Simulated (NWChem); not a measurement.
System: C2H8N cation; SMILES C([NH3+])C

NWChem input:

```
start job
memory heap 200 mb stack 900 mb global 1100 mb
charge 1
geometry units angstroms noautosym nocenter noautoz
  C      0.276312    -1.303644     0.000000
  C     -0.610380    -0.070355     0.000000
  N      0.240108     1.205058     0.000000
  H     -0.364416    -2.190533     0.000000
  H      0.908462    -1.355498    -0.893180
  H      0.908462    -1.355498     0.893180
  H     -1.241810    -0.004287     0.888808
  H     -1.241810    -0.004287    -0.888808
  H     -0.339432     2.054145     0.000000
  H      0.849351     1.244005     0.827370
  H      0.849351     1.244005    -0.827370
end
basis spherical
  * library 6-311g**
end
dft
  xc b3lyp
  iterations 150
end
property
  shielding 8 1 2 3 4 5 7 9 10
end
task dft property
```

NWChem printed, in part:

```
             Northwest Computational Chemistry Package (NWChem) 7.3.0
             --------------------------------------------------------

                             Geometry "geometry" -> ""
                             -------------------------

 Output coordinates in angstroms (scale by  1.889725989 to convert to a.u.)

  No.       Tag          Charge          X              Y              Z
 ---- ---------------- ---------- -------------- -------------- --------------
    1 C                    6.0000     0.27631200    -1.30364400     0.00000000
    2 C                    6.0000    -0.61038000    -0.07035500     0.00000000
    3 N                    7.0000     0.24010800     1.20505800     0.00000000
    4 H                    1.0000    -0.36441600    -2.19053300     0.00000000
    5 H                    1.0000     0.90846200    -1.35549800    -0.89318000
    6 H                    1.0000     0.90846200    -1.35549800     0.89318000
    7 H                    1.0000    -1.24181000    -0.00428700     0.88880800
    8 H                    1.0000    -1.24181000    -0.00428700    -0.88880800
    9 H                    1.0000    -0.33943200     2.05414500     0.00000000
   10 H                    1.0000     0.84935100     1.24400500     0.82737000
   11 H                    1.0000     0.84935100     1.24400500    -0.82737000

 Effective nuclear repulsion energy (a.u.)      89.4654461050

                              NWChem Property Module
                              ----------------------

  itol2e modified to match energy
  convergence criterion.

                                 NWChem DFT Module
                                 -----------------

 Summary of "ao basis" -> "ao basis" (spherical)
 ------------------------------------------------------------------------------
       Tag                 Description            Shells   Functions and Types
 ---------------- ------------------------------  ------  ---------------------
 C                          6-311g**                 8       18   4s3p1d
 N                          6-311g**                 8       18   4s3p1d
 H                          6-311g**                 4        6   3s1p

  itol2e modified to match energy
  convergence criterion.

[...]

          -----------------------------------------
          Chemical Shielding Tensors (GIAO, in ppm)
          -----------------------------------------

                                NWChem CPHF Module
                                ------------------

  scftype          =     RHF
  nclosed          =       13
  nopen            =        0
  variables        =     1157
  # of vectors     =        3
  tolerance        = 0.10D-03
  level shift      = 0.00D+00
  max iterations   =       50
  max subspace     =       30

 SCF residual:    6.8721006741264193E-004

Iterative solution of linear equations
  No. of variables     1157
  No. of equations        3
  Maximum subspace       30
        Iterations       50
       Convergence  1.0D-04

   iter   nsub   residual    time
   ----  ------  --------  ---------
     1      3    2.14D-01      69.2
     2      6    6.86D-03      76.1
     3      9    4.04D-04      83.2
     4     12    1.39D-05      89.7

      Atom:    1  C
        Diamagnetic
    245.1865     -8.7228      0.0000
     -8.7228    253.6752      0.0000
      0.0000      0.0000    240.1468

        Paramagnetic
    -74.6651      0.9319      0.0000
      0.9319    -73.1171     -0.0000
      0.0000     -0.0000    -84.3918

        Total Shielding Tensor
    170.5214     -7.7908      0.0000
     -7.7908    180.5581     -0.0000
      0.0000     -0.0000    155.7549

           isotropic =     168.9448
          anisotropy =      23.7932

          Principal Components and Axis System
                 1           2           3
              184.8069    166.2725    155.7549

      1        -0.4788      0.8779      0.0000
      2         0.8779      0.4788      0.0000
      3        -0.0000     -0.0000      1.0000

      Atom:    2  C
        Diamagnetic
    247.8648      4.0870      0.0000
      4.0870    258.4984     -0.0000
      0.0000     -0.0000    240.2100

        Paramagnetic
   -104.5328     14.1326     -0.0000
     14.1326   -104.6426      0.0000
     -0.0000      0.0000   -139.7226

        Total Shielding Tensor
    143.3320     18.2196     -0.0000
     18.2196    153.8558      0.0000
     -0.0000      0.0000    100.4874

           isotropic =     132.5584
          anisotropy =      52.4996

          Principal Components and Axis System
                 1           2           3
              167.5582    129.6297    100.4874

      1         0.6011      0.7992      0.0000
      2         0.7992     -0.6011     -0.0000
      3         0.0000     -0.0000      1.0000

      Atom:    3  N
        Diamagnetic
    313.5505      2.6086      0.0000
      2.6086    317.8368      0.0000
      0.0000      0.0000    311.5583

        Paramagnetic
   -113.3657      5.6583      0.0000
      5.6583    -94.4599     -0.0000
      0.0000     -0.0000   -121.2181

        Total Shielding Tensor
    200.1848      8.2669      0.0000
      8.2669    223.3769     -0.0000
      0.0000     -0.0000    190.3403

           isotropic =     204.6340
          anisotropy =      32.0820

          Principal Components and Axis System
                 1           2           3
              226.0220    197.5397    190.3403

      1         0.3047      0.9524     -0.0000
      2         0.9524     -0.3047      0.0000
      3        -0.0000      0.0000      1.0000

      Atom:    4  H
        Diamagnetic
     26.4512      5.2438      0.0000
      5.2438     36.7380      0.0000
      0.0000      0.0000     21.9706

        Paramagnetic
      1.5167     -2.1219     -0.0000
     -2.1219     -1.1960     -0.0000
     -0.0000     -0.0000      3.6274

[...]
```

Level: B3LYP/6-311G** (spherical d), GIAO. All runs use the structure optimised with B3LYP/6-31G* (spherical d). The output numbers the shielded atoms by their place in the input's list. The printed shielding anisotropy is the first printed principal value minus the mean of the other two.
